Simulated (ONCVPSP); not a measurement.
# Hf, ONCV: configuration errors across variants

hafnium, optimised norm-conserving Vanderbilt (ONCV), made with ONCVPSP 4.0.1 (PBE, scalar-relativistic). Core [Kr] 4d10, reference 4f13 5s2 5p6 5d3 6s2. Waves: 5s+6s: rc 1.70 bohr, ncon 3, nbas 6, qcut 7.1 1/bohr, 2 projectors; 5p: rc 2.15 bohr, ncon 3, nbas 6, qcut 7.7 1/bohr, 2 projectors, debl 2.8 Ha; 5d: rc 2.90 bohr, ncon 3, nbas 8, qcut 4.3 1/bohr, 3 projectors, debl 3.2 Ha; 4f: rc 0.95 bohr, ncon 3, nbas 8, qcut 16.1 1/bohr, 2 projectors, debl 3.2 Ha. Local part: polynomial inside 0.60 bohr (lpopt 5, dvloc0 1 Ha). Core correction: none.

All-electron excitation energies from the reference (eV): (1) 4f14 5s2 5p6 5d2 6s2 -17.538; (2) 4f14 5s2 5p6 5d2 6s1 -9.559; (3) 4f14 5s2 5p6 5d2 6s0 4.621; (4) 4f13 5s2 5p6 5d2 6s2 7.794.

1 further variants failed, have other tests or too few solved ones, and are left out.

A true bound ghost makes a file unfit for plane-wave use even where its test errors are small: the radial tests pick states by their node count and pass the ghost by.

Errors AE − PS in meV (a dash: test not solved or not reliable):

| change | (1) | (2) | (3) | (4) | bound ghosts | GHOST(+) flags above zero |
| --- | --- | --- | --- | --- | --- | --- |
| base | -307 | -235 | -157 | +36 | s, p, d | none |
| local potential polynomial inside 0.60 bohr (lpopt 5, dvloc0 -3 Ha) | -302 | -231 | -154 | +36 | s, p, d | s |
| s: qcut 8.2; p: qcut 8.9; d: qcut 5; f: qcut 18.5 | -294 | -245 | -196 | +20 | s, p, d | s |
| core correction Teter function fitted to the true core (icmod 2), fcfact 0.3 | -329 | -255 | -175 | +36 | s, p, d | none |
| f: rc 0.92 | -321 | -249 | -171 | +36 | s, p, d | none |
| f: ncon 4, nbas 9 | -343 | -269 | -191 | +36 | s, p, d | none |

Problem. Give the same row for: s: qcut 9.7.

Solution. -335, -275, -216, +36; bound ghosts: s, p, d; GHOST(+) flags above zero: s.
